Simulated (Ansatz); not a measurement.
A search over several starts for the lowest SCF solution of the cluster LaO₃H₃ at the given spin, in a small basis.

```yaml
crystal:
  periodic: [false, false, false]
  atoms:
    - {symbol: La, position_ang: [-0.185511, 0.321187, 0.622450]}
    - {symbol: O, position_ang: [1.405413, 0.193390, -1.026750]}
    - {symbol: O, position_ang: [1.974687, -0.762816, -0.046612]}
    - {symbol: O, position_ang: [-2.186448, -0.130394, -0.065962]}
    - {symbol: H, position_ang: [-0.133825, 2.236519, 1.649579]}
    - {symbol: H, position_ang: [-3.008436, -0.318632, -0.526283]}
    - {symbol: H, position_ang: [2.134121, -1.539263, -0.606432]}
basis:
  gaussian: {orbitals: def2-SVP, initial_orbitals: start.molden}
hamiltonian: {xc: pbe0, dispersion: d4}
output: {orbitals: {seedname: orbitals}}
```

The file start.molden holds the orbitals of an earlier run on this structure, at another level or in another basis.

```sh
$ ansatz run in.yaml --threads 4 --pin off --events-out ev --progress --plain --max-ram 3916MiB
```

It prints (some lines left out):

```
Functional definition: PBE0
  name "PBE0"
  cite "Adamo & Barone, J. Chem. Phys. 110, 6158 (1999) doi:10.1063/1.478522"
  cite "Perdew, Burke & Ernzerhof, Phys. Rev. Lett. 77, 3865 (1996) doi:10.1103/PhysRevLett.77.3865"
  parent pbe
  parameter a = 0.25
  parameter kappa = 0.804
  parameter beta = 0.06672455060314922
  exchange = (1 - a)*pbe_x(kappa = kappa, mu = beta*pi^2/3) + a*exact_x
  correlation = pbe_c(beta = beta)
926 factors; their error is unknown
mean field evaluation 1: about -6970.1498 eV, gradient 1.2e2 eV
mean field evaluation 2: about -7002.6256 eV, gradient 4.5e1 eV
mean field evaluation 4: about -7036.7242 eV, gradient 1.3e1 eV
mean field evaluation 8: about -7037.7611 eV, gradient 9.4e-5 eV
mean field evaluation 16: about -7037.7015 eV, gradient 3.0e0 eV
mean field -7037.76110630 eV, -258.6329502907 hartree, gradient 2.5e-5 eV, S^2 0.000000; 1 other end points of the search recorded, 0 dependent functions left out
reference -7037.76116621 eV, -258.6329524923 hartree; 19, 19 occupied and 70, 70 virtual orbitals, 926 factors
Total energy: -7037.85476558 eV, -258.6363922058 hartree
```

It took 1.1 s on 4 threads of Arm Neoverse V2 on a shared host.

In the def2 sets La takes a core potential; there is no spin–orbit coupling. The structure holds one bond between oxygen atoms, so isomers without such links may lie far lower. The structure comes from a short search, and lower isomers may exist.
